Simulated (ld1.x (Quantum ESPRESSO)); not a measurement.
# lithium (Li), TM semilocal: configuration errors across variants

ld1.x (Quantum ESPRESSO) 7.5 input, shortened:

```
&input
   title='Li', zed=3., rel=1, dft='PBE', iswitch=3,
   config='[He] 2s0 2p0'
 /
 &inputp
   pseudotype=1, tm=.true., lloc=0,
   nlcc=.false.
 /
2
2P  2  1   0.00   0.00  4.20  4.20  0.0
1S  1  0   2.00   0.00  0.40  0.40  0.0
 &test
   configts(1)='1s2 2s0 2p0'
 /
```

All-electron excitation energies from the reference (eV): (1) 1s2 2s1 2p0 -5.297; (2) 1s2 2s0.5 2p0 -3.248; (3) 1s2 2s0 2p1 -3.510; (4) 1s1 2s1 2p0 63.111.

A semilocal file is local in each channel, so a ghost entry of none says nothing of the separable form that plane-wave codes build from it.

Errors AE − PS in meV (a dash: test not solved or not reliable):

```csv
change,(1),(2),(3),(4),bound ghosts
base,-0.7,-0.5,+6.3,+3.8,none
wave 1s (bound): rc 0.40 bohr becomes 1s (bound): rc 0.26 bohr,-0.1,-0.1,+6.3,-5.5,none
wave 1s (bound): rc 0.40 bohr becomes 1s (bound): rc 0.30 bohr,-0.2,-0.1,+6.4,-3.5,none
wave 1s (bound): rc 0.40 bohr becomes 1s (bound): rc 0.36 bohr,-0.4,-0.3,+6.3,+0.4,none
wave 1s (bound): rc 0.40 bohr becomes 1s (bound): rc 0.44 bohr,-1.2,-0.8,+6.3,+8.3,none
wave 1s (bound): rc 0.40 bohr becomes 1s (bound): rc 0.50 bohr,-2.2,-1.5,+6.3,+16,none
wave 1s (bound): rc 0.40 bohr becomes 1s (bound): rc 0.60 bohr,-5.9,-4.1,+6.3,+36,none
```

(1) Give the same row for: wave 1s (bound): rc 0.40 bohr becomes 1s (bound): rc 0.54 bohr.

Results:

(1) -3.2, -2.2, +6.3, +23; bound ghosts: none.
